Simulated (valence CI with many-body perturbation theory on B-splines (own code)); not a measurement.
**E1 line list for Bi70+**

Computed by valence CI with perturbative core correlation (CI+MBPT): three valence electrons over a frozen Dirac-Fock core [Ne], radial functions for each j: 11 s, 11 p, 10 d, 8 f, 5 g, 2 h, with the one-electron correlation potential Σ1, the two-electron term Σ2, the three-electron term Σ3, Breit, model QED; selected CI, second order for the rest, scaled by the run's own slope (own B-spline code, finite nucleus).

The last digits are not significant, and no measured levels were compared; by estimate large intervals hold to a few tenths of a per cent, small ones and those within an open d or f shell to about a per cent.

Lines 201 to 250 of 579 in falling wavelength, among levels below 4366.0 eV, chosen from the strongest by gf and those to the six lowest levels. Wavelengths and rates use the calculated energies. Electric multipoles are in the length gauge with retardation, E1 and E2 with the static RPA response of the core. Weak lines are less certain than strong ones. Lines between different terms over intervals too small for the method are left out, as are lines whose strength nearly cancels. The highest levels of a list are the least certain.

Levels are named by their leading jj configuration (3d3/2^4 stands for four electrons in 3d with j = 3/2), which in mixed levels can hold well under half, so a name can repeat and another be missing. Letters in brackets count levels of one name in rising energy.

| λ vac (Å) | Upper | Lower | A (s⁻¹) | log gf | Branch % |
| --- | --- | --- | --- | --- | --- |
| 29.07 | (3s 3p3/2 3d5/2) J=7/2 [b] | (3s 3p3/2^2) J=5/2 | 2.86e+11 | -0.54 | 4.2 |
| 28.90 | (3p3/2 3d5/2^2) J=7/2 [b] | (3p3/2^2 3d5/2) J=7/2 | 3.79e+11 | -0.42 | 5.9 |
| 28.86 | (3s^2 3p3/2) J=3/2 | (3s 3p1/2^2) J=1/2 | 1.56e+09 | -3.11 | 56.7 |
| 28.80 | (3d5/2^3) J=5/2 | (3p3/2 3d5/2^2) J=7/2 [a] | 1.76e+11 | -0.88 | 10.8 |
| 28.60 | (3s 3p1/2 3d5/2) J=5/2 [b] | (3s 3p1/2 3p3/2) J=3/2 [a] | 6.11e+09 | -2.35 | 1.4 |
| 28.55 | (3p3/2 3d5/2^2) J=3/2 [b] | (3p3/2^2 3d5/2) J=1/2 | 2.34e+11 | -0.94 | 3.5 |
| 28.29 | (3s 3p1/2 3d5/2) J=3/2 | (3s 3p1/2 3p3/2) J=3/2 [a] | 6.38e+10 | -1.51 | 6.0 |
| 18.89 | (3p1/2^2 3d3/2) J=3/2 | (3s^2 3p3/2) J=3/2 | 7.92e+08 | -3.77 | 0.4 |
| 15.81 | (3p3/2^2 3d5/2) J=7/2 | (3s 3p3/2 3d5/2) J=5/2 [b] | 1.50e+12 | -0.35 | 14.3 |
| 15.58 | (3p3/2 3d3/2 3d5/2) J=7/2 [a] | (3s 3d3/2 3d5/2) J=7/2 [b] | 5.49e+11 | -0.80 | 5.8 |
| 15.52 | (3p3/2 3d5/2^2) J=5/2 [a] | (3s 3d5/2^2) J=3/2 | 1.64e+12 | -0.45 | 28.9 |
| 15.51 | (3s 3p1/2 3p3/2) J=3/2 [a] | (3s^2 3p1/2) J=1/2 | 3.84e+10 | -2.26 | 90.7 |
| 15.46 | (3p3/2^2 3d5/2) J=1/2 | (3s 3p3/2 3d5/2) J=3/2 [b] | 2.68e+12 | -0.72 | 23.9 |
| 15.41 | (3p3/2 3d3/2 3d5/2) J=3/2 [a] | (3s 3d3/2 3d5/2) J=3/2 [b] | 1.19e+12 | -0.77 | 11.7 |
| 15.40 | (3p3/2 3d3/2 3d5/2) J=5/2 [b] | (3s 3d3/2 3d5/2) J=3/2 [b] | 4.78e+11 | -0.99 | 4.9 |
| 15.39 | (3p3/2^2 3d3/2) J=1/2 | (3s 3p3/2 3d3/2) J=1/2 [b] | 3.44e+12 | -0.61 | 22.5 |
| 15.39 | (3p3/2 3d5/2^2) J=5/2 [a] | (3s 3d5/2^2) J=7/2 | 1.44e+12 | -0.51 | 25.3 |
| 15.39 | (3s 3p3/2 3d5/2) J=5/2 [a] | (3s^2 3d5/2) J=5/2 | 1.00e+12 | -0.67 | 61.0 |
| 15.35 | (3p3/2 3d5/2^2) J=7/2 [a] | (3s 3d5/2^2) J=7/2 | 9.39e+11 | -0.58 | 17.5 |
| 15.32 | (3p3/2^2 3d5/2) J=9/2 | (3s 3p3/2 3d5/2) J=7/2 [b] | 5.36e+12 | 0.28 | 53.4 |
| 15.32 | (3p3/2^2 3d5/2) J=7/2 | (3s 3p3/2 3d5/2) J=7/2 [b] | 1.19e+12 | -0.48 | 11.4 |
| 15.28 | (3p3/2 3d5/2^2) J=9/2 | (3s 3d5/2^2) J=7/2 | 1.70e+12 | -0.23 | 29.8 |
| 15.27 | (3s 3p3/2^2) J=5/2 | (3s^2 3p3/2) J=3/2 | 1.69e+12 | -0.45 | 97.9 |
| 15.26 | (3p3/2 3d3/2 3d5/2) J=5/2 [b] | (3s 3d3/2 3d5/2) J=5/2 [b] | 2.18e+12 | -0.34 | 22.2 |
| 15.23 | (3p3/2^2 3d3/2) J=7/2 | (3s 3p3/2 3d3/2) J=5/2 [b] | 7.96e+12 | 0.35 | 56.3 |
| 15.22 | (3p1/2^2 3d5/2) J=5/2 | (3s^2 3p3/2) J=3/2 | 1.65e+11 | -1.46 | 24.9 |
| 15.21 | (3p1/2 3p3/2 3d5/2) J=3/2 [a] | (3s 3p1/2 3d5/2) J=3/2 | 2.24e+12 | -0.51 | 54.9 |
| 15.21 | (3p3/2 3d5/2^2) J=5/2 [a] | (3s 3d5/2^2) J=5/2 | 1.96e+12 | -0.39 | 34.5 |
| 15.20 | (3p3/2^2 3d3/2) J=3/2 [a] | (3s 3p3/2 3d3/2) J=3/2 [b] | 2.10e+12 | -0.54 | 13.8 |
| 15.20 | (3p1/2 3p3/2^2) J=3/2 | (3s 3p1/2 3p3/2) J=1/2 | 3.16e+12 | -0.36 | 38.3 |
| 15.20 | (3p3/2 3d3/2 3d5/2) J=9/2 [a] | (3s 3d3/2 3d5/2) J=7/2 [a] | 3.53e+12 | 0.09 | 39.5 |
| 15.18 | (3p3/2 3d3/2 3d5/2) J=11/2 | (3s 3d3/2 3d5/2) J=9/2 | 6.77e+12 | 0.45 | 83.8 |
| 15.17 | (3p3/2 3d5/2^2) J=7/2 [a] | (3s 3d5/2^2) J=5/2 | 3.59e+12 | 0.00 | 66.9 |
| 15.16 | (3p1/2 3p3/2 3d5/2) J=7/2 [a] | (3s 3p1/2 3d5/2) J=7/2 | 3.39e+11 | -1.03 | 7.6 |
| 15.15 | (3p3/2 3d3/2 3d5/2) J=7/2 [b] | (3s 3d3/2 3d5/2) J=7/2 [b] | 2.55e+12 | -0.15 | 27.5 |
| 15.15 | (3p3/2 3d3/2 3d5/2) J=7/2 [b] | (3s 3d3/2 3d5/2) J=5/2 [b] | 3.09e+12 | -0.07 | 33.4 |
| 15.14 | (3p3/2 3d5/2^2) J=11/2 | (3s 3d5/2^2) J=9/2 | 4.60e+12 | 0.28 | 94.1 |
| 15.13 | (3s 3p3/2 3d5/2) J=3/2 [a] | (3s^2 3d5/2) J=5/2 | 6.58e+11 | -1.04 | 43.4 |
| 15.10 | (3p1/2 3p3/2^2) J=5/2 | (3s 3p1/2 3p3/2) J=3/2 [b] | 1.90e+12 | -0.41 | 60.4 |
| 15.09 | (3p3/2 3d5/2^2) J=3/2 [a] | (3s 3d5/2^2) J=1/2 | 2.74e+12 | -0.43 | 46.7 |
| 15.08 | (3p3/2 3d3/2 3d5/2) J=7/2 [a] | (3s 3d3/2 3d5/2) J=7/2 [a] | 4.00e+11 | -0.96 | 4.2 |
| 15.07 | (3p3/2^2 3d5/2) J=5/2 [a] | (3s 3p3/2 3d5/2) J=3/2 [b] | 4.07e+12 | -0.08 | 38.6 |
| 15.07 | (3p3/2 3d5/2^2) J=1/2 | (3s 3d5/2^2) J=3/2 | 5.05e+12 | -0.46 | 80.6 |
| 15.06 | (3p3/2 3d3/2 3d5/2) J=7/2 [a] | (3s 3d3/2 3d5/2) J=5/2 [a] | 2.81e+12 | -0.12 | 29.8 |
| 15.05 | (3p1/2 3p3/2 3d5/2) J=5/2 [a] | (3s 3p1/2 3d5/2) J=5/2 [b] | 1.94e+12 | -0.40 | 56.2 |
| 15.04 | (3p3/2 3d3/2^2) J=5/2 | (3s 3d3/2^2) J=5/2 | 1.66e+12 | -0.47 | 12.3 |
| 15.04 | (3p3/2^2 3d3/2) J=5/2 | (3s 3p3/2 3d3/2) J=3/2 [b] | 5.14e+12 | 0.02 | 35.0 |
| 15.02 | (3p3/2 3d3/2^2) J=7/2 | (3s 3d3/2^2) J=5/2 | 8.11e+12 | 0.34 | 62.3 |
| 15.01 | (3p1/2 3p3/2 3d3/2) J=5/2 [a] | (3s 3p1/2 3d3/2) J=5/2 | 1.02e+12 | -0.69 | 34.2 |
| 15.01 | (3p1/2 3p3/2 3d5/2) J=9/2 | (3s 3p1/2 3d5/2) J=7/2 | 2.15e+12 | -0.14 | 95.9 |
